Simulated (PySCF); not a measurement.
C₅H₇F.

```xyz
13

C      2.2958     0.6202     0.7627
C      1.4589    -0.1030     0.2709
C      0.4435    -0.9718    -0.3087
C     -0.9521    -0.3527    -0.3681
C     -1.4830     0.1159     0.9645
F     -0.9179     0.7159    -1.2388
H      3.0428     1.2625     1.1909
H      0.7400    -1.2481    -1.3341
H      0.3881    -1.9114     0.2671
H     -1.6328    -1.1058    -0.8053
H     -1.5745    -0.7271     1.6654
H     -0.8060     0.8639     1.4024
H     -2.4750     0.5709     0.8345
```
Charge 0, spin multiplicity 1.

The structure is a stationary point at PBE0-D3(BJ)/def2-SVP. The structure was generated by enumeration; whether it is a known compound was not checked. The values are those of a single conformer.

These are PBE/pcSseg-1 in PySCF values and carry that method's errors. Non-relativistic, no solvent.

Computed absolute GIAO shielding of each atom: isotropic value and principal components (ppm):
```csv
atom,σ(iso),σ11,σ22,σ33,span
C1,105.6,26.9,35.6,254.3,227.4
C2,99.3,3.4,4.6,289.9,286.6
C3,150.4,137.4,146.2,167.7,30.3
C4,89.1,53.8,71.3,142.2,88.5
C5,159.6,141.5,157.5,179.8,38.4
F6,353.2,314.3,357.8,387.6,73.3
H7,29.4,24.3,24.6,39.4,15.1
H8,28.3,23.6,27.5,33.8,10.2
H9,29.0,24.9,27.7,34.5,9.5
H10,26.6,24.4,25.6,29.8,5.4
H11,30.4,26.6,28.3,36.5,9.8
H12,29.1,25.2,29.6,32.6,7.5
H13,29.8,26.2,27.4,35.7,9.5
```
